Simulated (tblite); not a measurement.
A tight-binding relaxation on `CCCCS[Si@@](C)(Cl)c1ccccc1` (MePhSiClSBu).

Computed with GFN2-xTB geometry optimisation, gas phase (tblite 0.8.0). Start geometry: from a force field or distance geometry. A driver script takes a list of jobs; this job's settings line and coordinates (Å) are shown.

Command:
```bash
OMP_NUM_THREADS=2 python probes_run.py task.json out
```

Input:
```
{"job": {"kind": "relax", "xc": "GFN2-xTB", "basis": "xTB"}, "charge": 0, "multiplicity": 1}
C      1.762800     2.164700    -1.610700
C      1.746900     0.679300    -1.919200
C      2.162700    -0.148600    -0.683700
C      2.113200    -1.634400    -0.954500
S      0.451200    -2.265300    -1.386400
Si    -0.643500    -2.038700     0.459700
C     -2.151300    -3.166400     0.308700
Cl     0.550400    -2.626000     2.019800
C     -1.115000    -0.227000     0.725700
C     -1.646000     0.507700    -0.336500
C     -1.999200     1.834300    -0.188900
C     -1.842200     2.453800     1.042700
C     -1.333900     1.743700     2.121900
C     -0.968600     0.414100     1.951100
H      1.465000     2.743000    -2.490500
H      1.046700     2.397400    -0.800500
H      2.745800     2.495700    -1.294100
H      0.753300     0.363600    -2.230400
H      2.442400     0.465600    -2.722400
H      1.495000     0.100000     0.153100
H      3.169000     0.124900    -0.384700
H      2.739300    -1.903900    -1.796000
H      2.450800    -2.193400    -0.058500
H     -2.775500    -2.882300    -0.530700
H     -1.852600    -4.197300     0.160600
H     -2.772200    -3.126000     1.214300
H     -1.759500     0.032600    -1.300900
H     -2.394000     2.390200    -1.022200
H     -2.109500     3.495800     1.162000
H     -1.203600     2.223400     3.079300
H     -0.564100    -0.131900     2.793500
```

Question: What does the run print?

Answer: 
```
step      E/eV     max force
  0   -1137.38217    0.816
  1   -1137.41150    0.157
  2   -1137.41288    0.085
  3   -1137.41368    0.054
  4   -1137.41403    0.034
  5   -1137.41425    0.031
  6   -1137.41442    0.023
  7   -1137.41454    0.019
  8   -1137.41462    0.021
  9   -1137.41469    0.018
 10   -1137.41474    0.013
 11   -1137.41477    0.010
```

«max force» is the largest atomic force in eV/Å.

Question: From which step on does the largest force stay under 0.1 eV/Å, and how much energy is left to gain from there?

Answer: From step 2 (0.085 eV/Å), 1.9 meV above the end.

Main results: energy lowered by 0.8 kcal/mol over 11 steps; largest atomic force 0.010 eV/Å at the end.

Hardware: an Intel Xeon Platinum 8488C with 2 threads, shared host. Cost: 0.31 s wall, 0.62 s CPU.
Labels such as C1 count atoms from 1, the log's own numbers from 0.
